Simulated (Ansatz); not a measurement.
C2H8GaNSi can be A, `[NH2][Ga]1[CH2]C[SiH2]1`, or B, `C[N]1C[SiH2][GaH]1`.

Computed with Ansatz on PBE0-D4/def2-TZVP structures; ΔE is electronic, products minus reactants. CBS: MP2 limit from def2 TZ/QZ plus the TZ coupled-cluster correction, frozen cores. Functionals use def2-TZVPP. For Ga outer-core shells are correlated without core-valence functions, which leaves a few kJ/mol of doubt a bond. Scalar relativity is left out up to krypton. Each species was taken in one conformer, which may not be the lowest.

Which is lower in electronic energy at CCSD(T)/CBS, and by how much? (Best estimate.)

Computed: A, by 67.5 kJ/mol.

Give E(B) − E(A) in kJ/mol with r2SCAN-D4, PBE-D4, MP2/def2-TZVPP, CCSD(T)/def2-TZVPP, HF/def2-TZVPP, CCSD/def2-TZVPP, PBE0-D4. (Best estimate.)

Computed: r2SCAN-D4 59.5, PBE-D4 55.1, MP2/def2-TZVPP 68.3, CCSD(T)/def2-TZVPP 62.4, HF/def2-TZVPP 61.9, CCSD/def2-TZVPP 64.7, PBE0-D4 60.5. None reverses the order clearly.

Largest T1 diagnostic: 0.017.

From PBE to PBE0 (25 % exact exchange), in def2-TZVPP and without D4, E(B) − E(A) moves by +5.0 kJ/mol. The D4 term adds −3.5 kJ/mol with B3LYP and −1.8 kJ/mol with PBE0; it sums over pairs of atoms, weighted by their polarisabilities, and B3LYP, whose exchange is more repulsive, gets the larger term.

B3LYP here is the variant with VWN-RPA as its local correlation; programs differ in this.
